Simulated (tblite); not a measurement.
C4H5N2O (doublet state).
Geometry (GFN2-xTB, Å), atoms numbered from 1 in this order:
```
atom  x, y, z in Å
O1     2.5952   -1.3252   -0.1539
C2     1.9994   -0.1703   -0.0616
C3     0.5070   -0.1016   -0.0166
N4    -0.3213   -1.0745   -0.0670
C5    -1.6310   -0.5022    0.0012
C6    -1.3409    0.9648    0.0979
N7    -0.0818    1.1780    0.0869
H8     2.3854    0.4160    0.8157
H9     2.3345    0.5243   -0.8791
H10   -2.1695   -0.8904    0.8693
H11   -2.2073   -0.7712   -0.8876
H12   -2.0685    1.7517    0.1688
```

Structure optimised with GFN2-xTB, isolated species. This method treats the open shell by occupation alone, without spin polarisation.

Masses are those of the commonest isotopes; rigid-rotor values at the optimised geometry. The values belong to one conformer with, in the numbering `[O:1][CH2:2][C:3]1=[N:4][CH2:5][CH:6]=[N:7]1`, O1–C2–C3–N4 0°.

(1) What are A, B and C (GHz)?

(2) Classify the top.

(3) What does the inertial defect say?

(4) Where do the levels up to J = 4 lie, in cm⁻¹?

(5) Estimate the classical rotational partition function at 100 K, 200 K and 500 K.

Results:

(1) Ia = 65.84, Ib = 252.02, Ic = 311.82 u·Å²; 505379 MHz·u·Å²/I gives 7675, 2005 and 1621 MHz, that is A = 7.6754, B = 2.0053, C = 1.6207 GHz.

(2) An asymmetric top: κ = (2 × 2005 − 7675 − 1621)/(7675 − 1621) = -0.87.

(3) Not planar: Δ = Ic − Ia − Ib = -6.04 u·Å². For a rigid frame Δ = −2 Σ m c², so Σ m c² = 3.02 u·Å² lies off the ab plane, practically all of it from hydrogen. The atom farthest from that plane is 0.88 Å away.

(4) Above 0(0,0):
J = 1: 1(0,1) 0.1210, 1(1,1) 0.3101, 1(1,0) 0.3229
J = 2: 2(0,2) 0.3622, 2(1,2) 0.5392, 2(1,1) 0.5777, 2(2,1) 1.1450, 2(2,0) 1.1457
J = 3: 3(0,3) 0.7226, 3(1,3) 0.8824, 3(1,2) 0.9593, 3(2,2) 1.5079, 3(2,1) 1.5111, 3(3,1) 2.4860, 3(3,0) 2.4860
J = 4: 4(0,4) 1.2002, 4(1,4) 1.3393, 4(1,3) 1.4675, 4(2,3) 1.9912, 4(2,2) 2.0006, 4(3,2) 2.9710, 4(3,1) 2.9712, 4(4,1) 4.3388, 4(4,0) 4.3388

(5) Point group Cs, symmetry number σ = 1; q = (√π/σ)·√((kT/h)³/(ABC)), k/h = 20836.6 MHz/K: 33800 at 100 K, 95500 at 200 K, 377000 at 500 K.

For this open shell read J as N, the rotation without spin; fine and hyperfine splittings come on top. Its GFN2-xTB frequencies are all real (lowest 38 cm⁻¹). No vibrational averaging or centrifugal distortion is included, and the geometry carries the error of its method.

All values are computed, not measured.
